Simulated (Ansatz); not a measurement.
A run for Ansatz (a program for electronic structure): R-CCSD(T)/cc-pV(D+d)Z on HNP (SMILES [NH+]#P). Charge +1. Files ending in .json are basis or fitting sets from the Basis Set Exchange.

Ansatz 0.2 input:
```yaml
crystal:
  periodic: [false, false, false]
  atoms:
    - {symbol: N, position_ang: [-0.00000000, -0.00000000, -0.90473460]}
    - {symbol: P, position_ang: [0.00000000, 0.00000000, 0.55016965]}
    - {symbol: H, position_ang: [-0.00000000, -0.00000000, -1.91940251]}
basis:
  gaussian:
    orbitals: cc-pV_D+d_Z.json
total_charge: 1
magnetization: {spin_polarized: false}
correlation: {method: ccsd_t, electrons: outside_noble_gas}
accuracy: high
relax: {f_tol: 0.0005, max_steps: 60}
scf: {lower_state_search: off}
output: {forces: true}
```

It printed:

```
Functional definition: HF
[...]
these checks for a lower state are left out or cut short: starts, cluster_reference, orbital_swaps, neighbouring_geometries, increment
integrals: 0.02 GiB planned
798 factors; integrals over basis functions are off by at most 2.2e-9 eV
mean field: 0.08 GiB planned
mean field evaluation 1: about -10754.2364 eV, gradient 5.8e1 eV
mean field evaluation 2: about -10754.2387 eV, gradient 5.8e1 eV
mean field evaluation 4: about -10761.4025 eV, gradient 3.7e0 eV
mean field evaluation 8: about -10761.4546 eV, gradient 1.3e-4 eV
mean field -10761.45456367 eV, -395.4761608391 hartree, gradient 2.8e-8 eV, S^2 0.000000; 0 other end points of the search recorded, 0 dependent functions left out; unrestricted orbitals would lower it
6 core orbitals not correlated
reference -10761.45456367 eV, -395.4761608391 hartree; 5, 5 occupied and 31, 31 virtual orbitals, 798 factors
densities: 0.10 GiB planned
second order -7.42995981 eV of doubles, -0.00000000 eV of singles
coupled cluster: 0.08 GiB planned
cycle   1  -7.37163875 eV  change    5.8e-2 eV  update   1.0e-1
cycle   2  -7.69027204 eV  change   -3.2e-1 eV  update   3.6e-2
cycle   3  -7.79968315 eV  change   -1.1e-1 eV  update   1.9e-2
cycle   4  -7.79556510 eV  change    4.1e-3 eV  update   4.6e-3
cycle   5  -7.80032370 eV  change   -4.8e-3 eV  update   1.9e-3
cycle   6  -7.80026329 eV  change    6.0e-5 eV  update   3.4e-4
cycle   7  -7.80031089 eV  change   -4.8e-5 eV  update   6.3e-5
cycle   8  -7.80032032 eV  change   -9.4e-6 eV  update   2.0e-5
cycle   9  -7.80030353 eV  change    1.7e-5 eV  update   4.8e-6
cycle  10  -7.80030281 eV  change    7.2e-7 eV  update   1.1e-6
cycle  11  -7.80030369 eV  change   -8.8e-7 eV  update   3.1e-7
cycle  12  -7.80030363 eV  change    5.4e-8 eV  update   9.0e-8
cycle  13  -7.80030369 eV  change   -5.9e-8 eV  update   3.7e-8
cycle  14  -7.80030393 eV  change   -2.4e-7 eV  update   8.7e-8
cycle  15  -7.80030395 eV  change   -1.7e-8 eV  update   2.7e-8
cycle  16  -7.80030395 eV  change   -4.1e-9 eV  update   8.8e-9
cycle  17  -7.80030394 eV  change    5.3e-9 eV  update   3.9e-9
cycle  18  -7.80030394 eV  change   1.7e-10 eV  update   1.6e-9
cycle  19  -7.80030394 eV  change   3.7e-11 eV  update  5.7e-10
perturbative correction -0.35629020 eV, -0.0130934234 hartree
the calculation of the forces begins
mean field evaluation 16: about -10761.4546 eV, gradient 2.8e-8 eV
relax step   1: F+E_penalty+E_count = -10769.61115782 eV  Δ(F+E_penalty+E_count) = +0.000e0 eV  max|allowed force component| = 1.917e0 eV/Å  Δτ_max = 0.0000 Å  (44 SCF iters, accepted)
these checks for a lower state are left out or cut short: starts, cluster_reference, orbital_swaps, neighbouring_geometries, increment
integrals: 0.02 GiB planned
798 factors; integrals over basis functions are off by at most 2.1e-9 eV
mean field: 0.08 GiB planned
mean field -10761.40982647 eV, -395.4745167774 hartree, gradient 8.6e-8 eV, S^2 0.000000; 0 other end points of the search recorded, 0 dependent functions left out; unrestricted orbitals would lower it
6 core orbitals not correlated
reference -10761.40982647 eV, -395.4745167774 hartree; 5, 5 occupied and 31, 31 virtual orbitals, 798 factors
densities: 0.10 GiB planned
second order -7.50353402 eV of doubles, -0.00000000 eV of singles
coupled cluster: 0.08 GiB planned
cycle   1  -7.41071073 eV  change    9.3e-2 eV  update   1.1e-1
cycle   2  -7.74016845 eV  change   -3.3e-1 eV  update   3.7e-2
cycle   3  -7.85452890 eV  change   -1.1e-1 eV  update   1.9e-2
cycle   4  -7.85058590 eV  change    3.9e-3 eV  update   4.9e-3
cycle   5  -7.85591051 eV  change   -5.3e-3 eV  update   2.1e-3
cycle   6  -7.85581673 eV  change    9.4e-5 eV  update   3.6e-4
cycle   7  -7.85587173 eV  change   -5.5e-5 eV  update   6.8e-5
cycle   8  -7.85588710 eV  change   -1.5e-5 eV  update   2.1e-5
cycle   9  -7.85586836 eV  change    1.9e-5 eV  update   5.1e-6
cycle  10  -7.85586804 eV  change    3.3e-7 eV  update   1.2e-6
cycle  11  -7.85586875 eV  change   -7.2e-7 eV  update   3.6e-7
cycle  12  -7.85586882 eV  change   -7.1e-8 eV  update   1.1e-7
cycle  13  -7.85586890 eV  change   -7.7e-8 eV  update   5.2e-8
cycle  14  -7.85586893 eV  change   -3.1e-8 eV  update   3.9e-8
cycle  15  -7.85586865 eV  change    2.8e-7 eV  update   1.4e-7
cycle  16  -7.85586863 eV  change    2.9e-8 eV  update   4.8e-8
cycle  17  -7.85586857 eV  change    5.3e-8 eV  update   2.0e-8
cycle  18  -7.85586856 eV  change    8.3e-9 eV  update   9.4e-9
cycle  19  -7.85586856 eV  change    4.2e-9 eV  update   4.1e-9
cycle  20  -7.85586856 eV  change  -1.6e-10 eV  update   1.3e-9
cycle  21  -7.85586856 eV  change   -1.0e-9 eV  update  5.5e-10
cycle  22  -7.85586856 eV 
[...]
_swaps, neighbouring_geometries, increment
integrals: 0.02 GiB planned
798 factors; integrals over basis functions are off by at most 2.2e-9 eV
mean field: 0.08 GiB planned
mean field -10761.36285138 eV, -395.4727904744 hartree, gradient 2.4e-8 eV, S^2 0.000000; 0 other end points of the search recorded, 0 dependent functions left out; unrestricted orbitals would lower it
6 core orbitals not correlated
reference -10761.36285138 eV, -395.4727904744 hartree; 5, 5 occupied and 31, 31 virtual orbitals, 798 factors
densities: 0.10 GiB planned
second order -7.56118883 eV of doubles, -0.00000000 eV of singles
coupled cluster: 0.08 GiB planned
cycle   1  -7.44016213 eV  change    1.2e-1 eV  update   1.1e-1
cycle   2  -7.77848449 eV  change   -3.4e-1 eV  update   3.9e-2
cycle   3  -7.89675563 eV  change   -1.2e-1 eV  update   2.0e-2
cycle   4  -7.89297601 eV  change    3.8e-3 eV  update   5.1e-3
cycle   5  -7.89878041 eV  change   -5.8e-3 eV  update   2.2e-3
cycle   6  -7.89865850 eV  change    1.2e-4 eV  update   3.7e-4
cycle   7  -7.89871977 eV  change   -6.1e-5 eV  update   7.2e-5
cycle   8  -7.89874057 eV  change   -2.1e-5 eV  update   2.2e-5
cycle   9  -7.89872023 eV  change    2.0e-5 eV  update   5.4e-6
cycle  10  -7.89871980 eV  change    4.2e-7 eV  update   1.3e-6
cycle  11  -7.89872097 eV  change   -1.2e-6 eV  update   4.2e-7
cycle  12  -7.89872074 eV  change    2.3e-7 eV  update   1.2e-7
cycle  13  -7.89872088 eV  change   -1.4e-7 eV  update   6.3e-8
cycle  14  -7.89872091 eV  change   -2.7e-8 eV  update   3.0e-8
cycle  15  -7.89872069 eV  change    2.2e-7 eV  update   1.3e-7
cycle  16  -7.89872061 eV  change    7.9e-8 eV  update   4.8e-8
cycle  17  -7.89872062 eV  change   -1.3e-8 eV  update   1.7e-8
cycle  18  -7.89872063 eV  change   -2.1e-9 eV  update   7.9e-9
cycle  19  -7.89872062 eV  change    4.8e-9 eV  update   4.0e-9
cycle  20  -7.89872062 eV  change  -1.3e-10 eV  update   1.2e-9
perturbative correction -0.37648491 eV, -0.0138355653 hartree
the calculation of the forces begins
relax step   4: F+E_penalty+E_count = -10769.63805691 eV  Δ(F+E_penalty+E_count) = -1.202e-5 eV  max|allowed force component| = 6.962e-4 eV/Å  Δτ_max = 0.0004 Å  (34 SCF iters, accepted)
these checks for a lower state are left out or cut short: starts, cluster_reference, orbital_swaps, neighbouring_geometries, increment
integrals: 0.02 GiB planned
798 factors; integrals over basis functions are off by at most 2.2e-9 eV
mean field: 0.08 GiB planned
mean field -10761.36281303 eV, -395.4727890653 hartree, gradient 2.5e-8 eV, S^2 0.000000; 0 other end points of the search recorded, 0 dependent functions left out; unrestricted orbitals would lower it
6 core orbitals not correlated
reference -10761.36281303 eV, -395.4727890653 hartree; 5, 5 occupied and 31, 31 virtual orbitals, 798 factors
densities: 0.10 GiB planned
second order -7.56123219 eV of doubles, -0.00000000 eV of singles
coupled cluster: 0.08 GiB planned
cycle   1  -7.44018184 eV  change    1.2e-1 eV  update   1.1e-1
cycle   2  -7.77851156 eV  change   -3.4e-1 eV  update   3.9e-2
cycle   3  -7.89678639 eV  change   -1.2e-1 eV  update   2.0e-2
cycle   4  -7.89300625 eV  change    3.8e-3 eV  update   5.1e-3
cycle   5  -7.89881164 eV  change   -5.8e-3 eV  update   2.2e-3
cycle   6  -7.89868891 eV  change    1.2e-4 eV  update   3.7e-4
cycle   7  -7.89875042 eV  change   -6.2e-5 eV  update   7.2e-5
cycle   8  -7.89877157 eV  change   -2.1e-5 eV  update   2.2e-5
cycle   9  -7.89875136 eV  change    2.0e-5 eV  update   5.4e-6
cycle  10  -7.89875119 eV  change    1.7e-7 eV  update   1.3e-6
cycle  11  -7.89875211 eV  change   -9.1e-7 eV  update   4.1e-7
cycle  12  -7.89875210 eV  change    4.4e-9 eV  update   1.2e-7
cycle  13  -7.89875215 eV  change   -5.0e-8 eV  update   5.4e-8
cycle  14  -7.89875220 eV  change   -5.4e-8 eV  update   3.7e-8
cycle  15  -7.89875134 eV  change    8.7e-7 eV  update   1.4e-7
cycle  16  -7.89875138 eV  change   -4.0e-8 eV  update   4.9e-8
cycle  17  -7.89875127 eV  change    1.1e-7 eV  update   2.1e-8
cycle  18  -7.89875126 eV  change    8.0e-9 eV  update   7.4e-9
cycle  19  -7.89875126 eV  change   9.2e-10 eV  update   2.9e-9
cycle  20  -7.89875126 eV  change    1.5e-9 eV  update  9.7e-10
cycle  21  -7.89875126 eV  change   -1.1e-9 eV  update  5.7e-10
cycle  22  -7.89875126 eV  change  -1.3e-10 eV  update  2.3e-10
perturbative correction -0.37649262 eV, -0.0138358484 hartree
the calculation of the forces begins
relax step   5: F+E_penalty+E_count = -10769.63805691 eV  Δ(F+E_penalty+E_count) = +2.396e-9 eV  max|allowed force component| = 7.424e-4 eV/Å  Δτ_max = 0.0000 Å  (29 SCF iters, rejected (line search))
these checks for a lower state are left out or cut short: starts, cluster_reference, orbital_swaps, neighbouring_geometries, increment
integrals: 0.02 GiB planned
798 factors; integrals over basis functions are off by at most 2.2e-9 eV
mean field: 0.08 GiB planned
mean field -10761.36282297 eV, -395.4727894303 hartree, gradient 1.6e-8 eV, S^2 0.000000; 0 other end points of the search recorded, 0 dependent functions left out; unrestricted orbitals would lower it
6 core orbitals not correlated
reference -10761.36282297 eV, -395.4727894303 hartree; 5, 5 occupied and 31, 31 virtual orbitals, 798 factors
densities: 0.10 GiB planned
second order -7.56122062 eV of doubles, -0.00000000 eV of singles
coupled cluster: 0.08 GiB planned
cycle   1  -7.44017782 eV  change    1.2e-1 eV  update   1.1e-1
cycle   2  -7.77850528 eV  change   -3.4e-1 eV  update   3.9e-2
cycle   3  -7.89677912 eV  change   -1.2e-1 eV  update   2.0e-2
cycle   4  -7.89299866 eV  change    3.8e-3 eV  update   5.1e-3
cycle   5  -7.89880391 eV  change   -5.8e-3 eV  update   2.2e-3
cycle   6  -7.89868142 eV  change    1.2e-4 eV  update   3.7e-4
cycle   7  -7.89874365 eV  change   -6.2e-5 eV  update   7.2e-5
cycle   8  -7.89876433 eV  change   -2.1e-5 eV  update   2.2e-5
cycle   9  -7.89874401 eV  change    2.0e-5 eV  update   5.4e-6
cycle  10  -7.89874359 eV  change    4.2e-7 eV  update   1.3e-6
cycle  11  -7.89874471 eV  change   -1.1e-6 eV  update   4.1e-7
cycle  12  -7.89874484 eV  change   -1.3e-7 eV  update   1.2e-7
cycle  13  -7.89874500 eV  change   -1.5e-7 eV  update   6.0e-8
cycle  14  -7.89874506 eV  change   -6.3e-8 eV  update   3.4e-8
cycle  15  -7.89874396 eV  change    1.1e-6 eV  update   1.4e-7
cycle  16  -7.89874401 eV  change   -5.4e-8 eV  update   4.8e-8
cycle  17  -7.89874390 eV  change    1.1e-7 eV  update   2.1e-8
cycle  18  -7.89874390 eV  change    5.6e-9 eV  update   1.0e-8
cycle  19  -7.89874389 eV  change    9.7e-9 eV  update   5.3e-9
cycle  20  -7.89874389 eV  change    2.9e-9 eV  update   1.4e-9
cycle  21  -7.89874389 eV  change   2.1e-10 eV  update  4.9e-10
perturbative correction -0.37649006 eV, -0.0138357546 hartree
the calculation of the forces begins
relax step   6: F+E_penalty+E_count = -10769.63805691 eV  Δ(F+E_penalty+E_count) = -1.635e-9 eV  max|allowed force component| = 2.230e-4 eV/Å  Δτ_max = 0.0000 Å  (27 SCF iters, accepted)
Total energy: -10769.63805691 eV, -395.7768986687 hartree
Atom 0 at     0.000000    -0.000000    -0.909475 Å, force    -0.000000     0.000000    -0.000144 eV/Å
Atom 1 at    -0.000000     0.000000     0.571219 Å, force     0.000000    -0.000000     0.000223 eV/Å
Atom 2 at    -0.000000     0.000000    -1.935711 Å, force     0.000000     0.000000    -0.000079 eV/Å
Dipole moment:    -0.000000    -0.000000    -0.070745 e Å
Checks for a lower state left out: starts, cluster_reference, orbital_swaps, neighbouring_geometries, increment
```

The calculation finished and met its thresholds.

Cost: about 20 core-seconds (a rough figure).
